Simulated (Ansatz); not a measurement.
`COc1ccc(-c2ccc(-c3ccc(-c4ccc(-c5ccc(-c6ccc(C(F)=C(F)F)cc6)s5)s4)s3)s2)cc1` with charge -1. Charge -1, multiplicity 2. Geometry PBE-D4/def2-SVP, that of the neutral singlet; atoms count from 1.

Cartesian coordinates in Å:
```
C 4.686 0.426 12.491
O 4.774 1.597 11.701
C 4.295 1.557 10.429
C 4.414 2.750 9.681
C 3.953 2.811 8.369
C 3.349 1.689 7.744
C 2.861 1.769 6.370
C 2.747 2.883 5.538
C 2.221 2.591 4.257
C 1.918 1.241 4.075
C 1.364 0.578 2.923
C 1.036 -0.770 2.750
C 0.502 -1.063 1.475
C 0.407 0.052 0.638
C -0.086 0.141 -0.710
C -0.137 1.248 -1.562
C -0.696 0.962 -2.827
C -1.087 -0.371 -2.978
C -1.690 -1.021 -4.112
C -2.034 -2.365 -4.281
C -2.618 -2.642 -5.538
C -2.736 -1.525 -6.365
C -3.282 -1.430 -7.714
C -3.934 -2.537 -8.317
C -4.461 -2.464 -9.604
C -4.366 -1.268 -10.361
C -4.897 -1.115 -11.712
F -4.722 0.100 -12.285
C -5.546 -2.025 -12.484
F -5.984 -1.766 -13.703
F -5.817 -3.270 -12.111
C -3.719 -0.158 -9.765
C -3.191 -0.241 -8.477
S -2.110 -0.106 -5.545
S -0.752 -1.271 -1.510
S 0.997 1.482 1.466
S 2.306 0.336 5.525
C 3.240 0.505 8.508
C 3.703 0.428 9.827
H 5.129 0.677 13.472
H 3.630 0.106 12.642
H 5.254 -0.420 12.043
H 4.883 3.621 10.161
H 4.072 3.750 7.810
H 3.027 3.896 5.858
H 2.055 3.346 3.476
H 1.183 -1.518 3.541
H 0.188 -2.067 1.158
H 0.230 2.240 -1.263
H -0.814 1.705 -3.628
H -1.855 -3.123 -3.506
H -2.937 -3.647 -5.845
H -4.040 -3.477 -7.758
H -4.958 -3.346 -10.025
H -3.630 0.779 -10.331
H -2.686 0.641 -8.053
H 2.769 -0.386 8.064
H 3.592 -0.516 10.378
```

Single mean-field runs in def2-SVP are fitted with def2-universal-jkfit.

Question: Estimate the Mulliken populations of the heavy atoms from the PBE0/def2-SVP orbitals of Ansatz.

Answer: 
```csv
atom,charge (e),spin (α − β)
C1,0.11,0.00
O2,-0.36,0.00
C3,0.20,0.04
C4,-0.04,-0.02
C5,-0.05,0.03
C6,0.08,-0.03
C7,-0.11,0.10
C8,-0.03,-0.06
C9,-0.05,0.09
C10,-0.07,-0.02
C11,-0.09,0.11
C12,-0.04,-0.04
C13,-0.05,0.06
C14,-0.08,0.02
C15,-0.09,0.08
C16,-0.04,0.00
C17,-0.04,0.01
C18,-0.09,0.07
C19,-0.07,0.03
C20,-0.05,0.05
C21,-0.03,-0.03
C22,-0.12,0.09
C23,0.08,0.01
C24,-0.06,0.04
C25,-0.03,-0.03
C26,-0.06,0.10
C27,0.18,-0.05
F28,-0.23,0.00
C29,0.30,0.08
F30,-0.17,0.00
F31,-0.18,0.00
C32,-0.03,-0.04
C33,-0.07,0.06
S34,0.05,0.06
S35,0.06,0.06
S36,0.07,0.06
S37,0.06,0.04
C38,-0.07,0.05
C39,-0.11,-0.03
```
Mulliken values depend strongly on the basis.

Question: Where does the spin sit?

Answer: Summed by element: C 0.79, O 0.00, F 0.01, S 0.21, H -0.01, of 1 unpaired in all. Largest on single atoms: C11 0.11, C26 0.10, C7 0.10.

Question: And the Mayer bond orders between heavy atoms (over 0.3, the first 40 of 44)?

Answer: C1–O2 0.96 (1.42 Å); O2–C3 1.08 (1.36 Å); C3–C4 1.34 (1.41 Å); C3–C39 1.32 (1.41 Å); C4–C5 1.44 (1.39 Å); C5–C6 1.32 (1.42 Å); C6–C7 1.12 (1.46 Å); C6–C38 1.34 (1.41 Å); C7–C8 1.48 (1.39 Å); C7–S37 1.08 (1.75 Å); C8–C9 1.31 (1.41 Å); C9–C10 1.43 (1.40 Å); C10–C11 1.24 (1.44 Å); C10–S37 1.10 (1.75 Å); C11–C12 1.42 (1.40 Å); C11–S36 1.08 (1.75 Å); C12–C13 1.35 (1.41 Å); C13–C14 1.40 (1.40 Å); C14–C15 1.27 (1.44 Å); C14–S36 1.08 (1.75 Å); C15–C16 1.40 (1.40 Å); C15–S35 1.07 (1.75 Å); C16–C17 1.36 (1.41 Å); C17–C18 1.40 (1.40 Å); C18–C19 1.27 (1.44 Å); C18–S35 1.07 (1.75 Å); C19–C20 1.40 (1.40 Å); C19–S34 1.09 (1.75 Å); C20–C21 1.35 (1.41 Å); C21–C22 1.44 (1.40 Å); C22–C23 1.17 (1.46 Å); C22–S34 1.07 (1.75 Å); C23–C24 1.29 (1.42 Å); C23–C33 1.28 (1.42 Å); C24–C25 1.48 (1.39 Å); C25–C26 1.29 (1.42 Å); C26–C27 1.06 (1.46 Å); C26–C32 1.31 (1.42 Å); C27–F28 1.03 (1.36 Å); C27–C29 1.60 (1.36 Å).
